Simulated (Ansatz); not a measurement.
CH3NSSi (`[SiH3]N=C=S`), relaxed with RKS PBE0-D4/def2-TZVP in Ansatz 0.2.0 from a GFN2-xTB geometry. The force threshold is 0.005 eV/Å; the program also tests the step.

The species carries charge 0 and has multiplicity 1.

Start:

```xyz
7

Si    0.950    0.568   -0.167
N    -0.534   -0.192    0.253
C    -1.503   -0.881    0.290
S    -2.790   -1.743    0.397
H     0.660    1.424   -1.313
H     1.314    1.316    1.030
H     1.902   -0.492   -0.489
```

(1) By how much does the energy fall, and how many steps does the optimiser take? (Best estimate.)

(2) Which bonds change most? (Best estimate.)

(3) Give the relaxed structure. (Estimate.)

## Answers

(1) Computed: 0.05 eV, in 12 steps, 4 of them rejected.

(2) Computed: Si1–H6 from 1.458 to 1.481 Å; Si1–H5 from 1.460 to 1.481 Å; Si1–H7 from 1.461 to 1.481 Å; C3–S4 from 1.552 to 1.568 Å.

(3) Computed: 
```xyz
7

Si    0.931    0.552   -0.171
N    -0.524   -0.311    0.096
C    -1.533   -0.908    0.282
S    -2.865   -1.698    0.527
H     0.725    1.482   -1.305
H     1.264    1.304    1.060
H     2.002   -0.421   -0.488
```
